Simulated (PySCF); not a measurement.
1,3-dibromopropa-1,2-diene (C3H2Br2), SMILES BrC=C=CBr.

Geometry optimised at B3LYP-D3(BJ)/def2-SVP.

These are TDDFT-PBE/def2-SVPD (PySCF) values and carry that method's errors.

Vertical excitations. The molecule is in vacuum. State labels are in the subgroup C2.

| state | symmetry | energy (eV) | λ (nm) | f | main pairs |
|---|---|---|---|---|---|
| S1 | B | 4.25 | 291 | 0.001 | HOMO→LUMO 53 %, HOMO−1→LUMO+1 46 % |
| S2 | A | 4.30 | 288 | 0.001 | HOMO−1→LUMO 67 %, HOMO→LUMO+1 33 % |
| S3 | A | 4.46 | 278 | 0.000 | HOMO→LUMO+1 65 %, HOMO−1→LUMO 31 % |
| S4 | B | 4.83 | 257 | 0.000 | HOMO−2→LUMO 80 %, HOMO−3→LUMO+1 19 % |
| S5 | A | 4.86 | 255 | 0.000 | HOMO−2→LUMO+1 54 %, HOMO−3→LUMO 46 % |
| S6 | A | 5.02 | 247 | 0.000 | HOMO−3→LUMO 54 %, HOMO−2→LUMO+1 45 % |
| S7 | B | 5.03 | 247 | 0.010 | HOMO−3→LUMO+1 79 %, HOMO−2→LUMO 19 % |
| S8 | B | 5.15 | 241 | 0.492 | HOMO−1→LUMO+1 43 %, HOMO→LUMO 38 % |
| S9 | B | 6.03 | 206 | 0.028 | HOMO→LUMO+2 92 % |
| S10 | A | 6.10 | 203 | 0.004 | HOMO−1→LUMO+2 86 % |
| T1 | A | 3.62 | 343 | 0 | HOMO−1→LUMO 56 %, HOMO→LUMO+1 39 % |
| T2 | B | 3.69 | 336 | 0 | HOMO→LUMO 63 %, HOMO−1→LUMO+1 34 % |
| T3 | A | 3.88 | 320 | 0 | HOMO→LUMO+1 58 %, HOMO−1→LUMO 41 % |
| T4 | B | 3.91 | 317 | 0 | HOMO−1→LUMO+1 64 %, HOMO→LUMO 36 % |
Triplets are in the Tamm–Dancoff approximation, which puts them higher than full response would, so one can lie above its singlet here.
